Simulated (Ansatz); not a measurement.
Cartesian coordinates in Å:
```
F -1.219 -1.863 -0.585
C -0.449 -1.128 0.208
C 0.754 -0.693 -0.199
S 1.777 0.340 0.809
Al 0.014 1.476 0.069
H -0.865 -0.979 1.199
H 1.085 -0.956 -1.201
H 0.045 2.038 -1.406
H -1.144 1.766 1.105
```

The species carries charge 0 and has multiplicity 1.

(1) List the r2SCAN/def2-TZVPP orbital energies in eV (the Gaussian-basis code of Ansatz). (Estimate.)

## Answers

(1) The calculation gave: Occupied: -2409.08, -1517.34, -667.68, -276.51, -275.06, -213.50, -157.61, -157.47, -157.37, -110.81, -71.14, -70.98, -70.89, -33.43, -22.12, -18.54, -16.05, -14.47, -12.93, -12.74, -10.84, -10.43, -10.05, -8.68, -7.81, -6.97, -6.24. Lowest empty: -2.03, -1.01, -0.07, 0.55, 0.62, 1.49, 2.17, 2.48.
